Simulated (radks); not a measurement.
Values are calculated unless marked as measured or tabulated.
Q: These are the eigenvalues of the occupied orbitals of an atom or ion with whole-number occupations (hartree). Code: a radial shooting solver on a logarithmic mesh with Libxc functionals. Model: scalar-relativistic Kohn-Sham, PBE, spin-polarised, spherical densities, point nucleus.

| orbital | eigenvalue |
|---|---|
| 1s up | -490.3116 |
| 1s down | -490.3057 |
| 2s up | -64.55268 |
| 2s down | -64.54960 |
| 2p up | -57.03923 |
| 2p down | -57.03372 |
| 3s up | -9.60287 |
| 3s down | -9.59496 |
| 3p up | -7.22968 |
| 3p down | -7.22063 |
| 3d up | -3.30464 |
| 3d down | -3.29270 |
| 4s up | -1.49313 |
| 4s down | -1.40553 |
| 4p up | -0.97598 |
| 5s up | -0.33369 |
| 5s down | -0.32639 |

Which element is it, and in what charge state? The configuration may be excited. Open shells, if any, are filled with parallel spins first.

A: Z = 35, bromine, charge +1: Br+ in [Ar] 3d10 4s2 4p2 5s2. The list shows which subshells hold electrons but not how many an open one holds; the 1s level, -490.31 hartree, gives Z - s = 31.3 by -(Z - s)^2/2, which with screening and relativity narrows Z to a few neighbours, and the depths of the outer levels then fix element, charge and occupations together.
